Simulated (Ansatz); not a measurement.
Reactions of Cl3ISi, SMILES `Cl[Si](Cl)(Cl)I`.

Program: Ansatz. Geometries: PBE0-D4/def2-TZVP. ΔE: electronic, gas phase. CCSD(T)/CBS is the MP2 limit (def2-TZVPP, def2-QZVPP) plus CCSD(T) − MP2 in def2-TZVPP, frozen cores. This one scheme is used for every species, atoms too. Functionals use def2-TZVPP. No spin–orbit coupling; open shells (•) take unrestricted orbitals. Spin–orbit coupling would lower the free atoms: a little for Cl, Si; strongly for I. Elements past krypton have def2 core potentials. Bonds to I are less sure, by a few kJ/mol each and by 10 to 20 or more in all where they break to atoms, as the def2 sets lack core-valence functions. Each species was taken in one conformer, which may not be the lowest.

| reaction | CCSD(T)/CBS(def2) (eV) |
| --- | --- |
| `Cl[Si](Cl)(Cl)I` + `OB(O)O` → `OB(O)O[Si](Cl)(Cl)Cl` + HI | -0.31 |
| `Cl[Si](Cl)(Cl)I` → 3 Cl• + I• + Si• | ? |
| `Cl[Si](Cl)(Cl)I` + `CB1C[SiH2]1` → `C[Si](Cl)(Cl)Cl` + `IB1C[SiH2]1` | -0.11 |
| `Cl[Si](Cl)(Cl)I` + `OBCl` → `Cl[SiH](Cl)I` + `OB(Cl)Cl` | 0.18 |

Problem. Fill in the missing values. (An estimate is asked.)

Solution. The calculation gave: `Cl[Si](Cl)(Cl)I` → 3 Cl• + I• + Si•: +15.54 eV.

Largest T1 diagnostic: 0.013, for `CB1C[SiH2]1`.
